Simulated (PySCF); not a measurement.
# Dipole moment and polarisability of 2-thiophenecarbonitrile

Species: 2-thiophenecarbonitrile, C5H3NS.
Atom-mapped SMILES: `[N:1]#[C:2][c:3]1[cH:4][cH:5][cH:6][s:7]1` (hydrogens: H8 on C4; H9 on C5; H10 on C6)

Structure used (GFN2-xTB), in Å, numbered top down from 1:
```
atom  x, y, z in Å
N1     3.353   -0.627    0.593
C2     2.252   -0.351    0.423
C3     0.911   -0.022    0.215
C4    -0.066   -0.819   -0.327
C5    -1.312   -0.172   -0.391
C6    -1.268    1.099    0.096
S7     0.292    1.543    0.649
H8     0.116   -1.825   -0.660
H9    -2.202   -0.630   -0.783
H10   -2.068    1.809    0.163
```

Level: wB97X-D/def2-SVPD (PySCF), static field, nuclei fixed, core orbitals frozen in the response. The polarisability tensor in these axes (au):

```
x   105.11  -8.94  10.75
y    -8.94  77.03   8.63
z    10.75   8.63  54.03
```

Diagonalise the tensor; give its mean and Δα, where Δα² is half the sum of the squared differences of the eigenvalues.

Principal values 48.13, 79.10 and 108.94 au; mean 78.72 au = 11.67 Å³ = 12.98 × 10⁻⁴⁰ C²·m²/J; Δα = 52.67 au (67 % of the mean).

What is the dipole moment, and where does it point?

(-4.74, 0.73, -0.90) D, 4.87 D in size, pointing from the negative to the positive side. Measured along this direction, the outermost atoms are N1 at the negative end and H10 and H9 at the positive end.

Molar refractivity from α?

Lorentz–Lorenz: R = (4π/3)N_A α = 2.5225 cm³/(mol·Å³) × 11.67 Å³ = 29.4 cm³/mol, in the limit of long wavelengths.

Give the eigenvalues of the traceless quadrupole moment Θ = ½Σq(3rr − r²1), origin at the centre of nuclear charge.

-9.32, -0.80, 10.12 D·Å. The values depend on the origin, since the dipole doesn't vanish. The electronic extent ⟨r²⟩ about the same centre is 808 bohr², a root-mean-square distance of 2.01 Å for the 56 electrons.

In a dilute gas of rigid molecules at 298 K, how does the orientational term μ²/3kT compare with the electronic polarisability?

In Gaussian units μ²/3kT = 192.52 Å³ against 11.67 Å³, a ratio of 16.50; the Debye molar polarisation (4π/3)N_A(α + μ²/3kT) is 515.1 cm³/mol, leaving out the vibrational part.

Find the Langevin capture rate constant for H3+ (3.023 u) meeting this molecule (108.999 u), k = 2.342 × 10⁻⁹ cm³/s × √(α in Å³ / reduced mass in u).

The reduced mass is 2.94 u, so k = 4.66 × 10⁻⁹ cm³/s. The formula leaves out the permanent dipole, which adds to the capture rate.

Along which axes do the principal values lie, and how far do the nuclei extend along each?

Largest value along (0.96, -0.23, 0.15), where the nuclei span 5.83 Å; middle along (0.16, 0.91, 0.38), 3.60 Å; least along (-0.23, -0.34, 0.91), 0.00 Å. The response follows the extents in order.

Isolated species at its GFN2-xTB geometry, gas phase.

The run behind these numbers computed excited states as well. On one thread of an Arm Neoverse V1, on a shared host, this took 22 s of wall time.
